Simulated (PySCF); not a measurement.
# Ionisation energy of Ni¹¹⁺ by level of theory

Ni¹¹⁺ [Ne] 3s2 3p5 (2P) → Ni¹²⁺ [Ne] 3s2 3p4 (3P), as a difference of total energies. Calculation: PySCF 2.14, in an even-tempered Gaussian basis (22 s from 0.59 bohr⁻², ratio 2.2; 14 p from 0.76 bohr⁻², ratio 2.2; 6 d from 5.6 bohr⁻², ratio 2.4; 5 f from 8.4 bohr⁻², ratio 2.4; 4 g from 13 bohr⁻², ratio 2.4); scalar relativity by spin-free X2C-1e. Correlated levels: outer shells: 1s2 frozen; virtual orbitals above 40 to 60 times the deepest correlated orbital energy dropped. The calculations carry no spin-orbit coupling.

| method | ionisation energy (eV) |
| --- | --- |
| UHF | 350.28 |
| LDA | 352.15 |
| PBE | 351.96 |
| PBE0 | 351.98 |
| r2SCAN | 352.12 |
| B97-3 | 352.14 |
| BLYP | 351.85 |
| MP2 (outer shells) | 351.31 |
| SCS-MP2 (outer shells) | 351.28 |

How much does correlation contribute at MP2 (outer shells)?

351.31 − (350.28) = 1.03 eV, measured against UHF.

A first-order spin-orbit estimate (lowest level to lowest level, LS coupling) adds -0.040 eV.

For comparison: 351.6 ± 0.3 eV (semi-empirical (NIST evaluation); NIST Atomic Spectra Database, ionization energies).
